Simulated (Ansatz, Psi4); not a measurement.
Psi4 was given this input:
```
memory 2 GB

molecule {
0 2
  C     0.44591387   -1.25163106   -0.25016052
  C    -0.85427276   -1.18702227   -0.47642741
  C    -1.45041082    0.13547882   -0.23550690
  C    -0.61209766    1.09308108    0.17677132
  Si    1.14625334    0.39568132    0.32014655
  H    -1.48154538   -1.99980383   -0.81057598
  H    -2.51176486    0.27248353   -0.39774692
  H    -0.94808515    2.09659071    0.38137223
  H     2.07767975    0.98642045   -0.63647063
  H     1.64137302    0.36533126    1.69331065
}

set basis sto-3g
set reference uks
set scf_type pk
set puream true
set d_convergence 1e-8
set dft_radial_points 99
set dft_spherical_points 590

energy('pbe')
print_variables()
```

Convert this to an input for Ansatz (a quantum-chemistry and plane-wave program).

One answer among several that fit: 
Ansatz 0.2 input:
```yaml
crystal:
  periodic: [false, false, false]
  atoms:
    - {symbol: C, position_ang: [0.44591387, -1.25163106, -0.25016052]}
    - {symbol: C, position_ang: [-0.85427276, -1.18702227, -0.47642741]}
    - {symbol: C, position_ang: [-1.45041082, 0.13547882, -0.23550690]}
    - {symbol: C, position_ang: [-0.61209766, 1.09308108, 0.17677132]}
    - {symbol: Si, position_ang: [1.14625334, 0.39568132, 0.32014655]}
    - {symbol: H, position_ang: [-1.48154538, -1.99980383, -0.81057598]}
    - {symbol: H, position_ang: [-2.51176486, 0.27248353, -0.39774692]}
    - {symbol: H, position_ang: [-0.94808515, 2.09659071, 0.38137223]}
    - {symbol: H, position_ang: [2.07767975, 0.98642045, -0.63647063]}
    - {symbol: H, position_ang: [1.64137302, 0.36533126, 1.69331065]}
basis:
  gaussian:
    orbitals: STO-3G
hamiltonian:
  xc: pbe
magnetization: {spin_polarized: true, initial_magnetization: 1}
accuracy: high
```

Both were run: Psi4 gave -439.186305 Eh and Ansatz -439.186306 Eh, 0.000 mEh apart.
